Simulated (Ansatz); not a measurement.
```yaml
crystal:
  periodic: [false, false, false]
  atoms:
    - {symbol: B, position_ang: [-0.657061, 1.201100, -0.300797]}
    - {symbol: Si, position_ang: [0.907459, 0.052120, -0.159327]}
    - {symbol: O, position_ang: [1.030862, -0.914972, 1.217456]}
    - {symbol: P, position_ang: [0.152072, -1.969453, 0.209833]}
    - {symbol: H, position_ang: [-1.434486, 1.219544, 0.604505]}
    - {symbol: H, position_ang: [-0.908176, 1.777201, -1.316425]}
    - {symbol: H, position_ang: [2.180128, 0.169955, -0.905703]}
    - {symbol: H, position_ang: [-1.178696, -1.592594, 0.594658]}
basis:
  gaussian: {orbitals: def2-TZVPP, final_grid: {core_spheres: 5, valence_spheres: 4, degree: 11}}
total_charge: 1
magnetization: {spin_polarized: true, initial_magnetization: 2}
hamiltonian: {xc: {name: PBE0}, dispersion: d3bj}
accuracy: high
output: {forces: true}
```

```sh
$ ansatz run in.yaml --threads 2 --pin off --events-out ev --progress --plain --max-ram 4352MiB
```

Q: How does Ansatz answer? (Best estimate.)

A: Ansatz gave: The input was rejected before any iteration.
```
Error: a molecule whose nuclei and cores have a total charge of 46 cannot have a net charge of 1 together with 2 unpaired electrons
```
